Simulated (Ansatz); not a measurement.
C2H9InOSi, SMILES `C[C](O)([SiH3])[InH2]`, 14 atoms. The species carries charge 0 and has multiplicity 1. Correlated methods include outer-core shells of In, which these sets cover unevenly. In takes the def2 core potential. All runs use 4 threads of a server CPU on a shared host. Correlated methods freeze the cores.

How many basis functions does each run have, and how long does it take in Ansatz? RKS SPW92 (LDA)/def2-TZVPP energy; RHF-CCSD(T)/def2-SVP energy; RKS ωB97M-V/def2-QZVPP energy; direct RPA on PBE orbitals/def2-TZVPP energy; RKS PBE0-D4/def2-SVP energy; RHF-MP2/def2-QZVPP energy; RKS PBE0-D4/def2-TZVP frequencies; RKS PBE0-D4/def2-TZVP relaxation (11 steps); RKS CAM-B3LYP-D4/def2-TZVPP energy; RKS B97M-V/def2-TZVPP energy; RKS r2SCANh-D4/def2-TZVPP energy; RKS PBE0-D4/def2-QZVPP energy. (Estimate.)

Ansatz gave: Other jobs shared the machine, so times are rough.

| level | job | functions | wall time | peak host memory (GiB) |
| --- | --- | --- | --- | --- |
| RKS PBE0-D4/def2-SVP | energy | 131 | 1.9 s | 0.36 |
| RKS SPW92 (LDA)/def2-TZVPP | energy | 311 | 2.4 s | 0.5 |
| RKS CAM-B3LYP-D4/def2-TZVPP | energy | 311 | 7.5 s | 1.2 |
| RKS r2SCANh-D4/def2-TZVPP | energy | 311 | 9.5 s | 1.1 |
| direct RPA on PBE orbitals/def2-TZVPP | energy | 311 | 13 s | 1.1 |
| RKS B97M-V/def2-TZVPP | energy | 311 | 17 s | 0.63 |
| RKS PBE0-D4/def2-QZVPP | energy | 593 | 19 s | 2.6 |
| RHF-CCSD(T)/def2-SVP | energy | 131 | 21 s | 0.95 |
| RKS ωB97M-V/def2-QZVPP | energy | 593 | 41 s | 3.2 |
| RHF-MP2/def2-QZVPP | energy | 593 | 48 s | 5.3 |
| RKS PBE0-D4/def2-TZVP | relaxation (11 steps) | 234 | 72 s | 0.79 |
| RKS PBE0-D4/def2-TZVP | frequencies | 234 | 7 min | 0.81 |
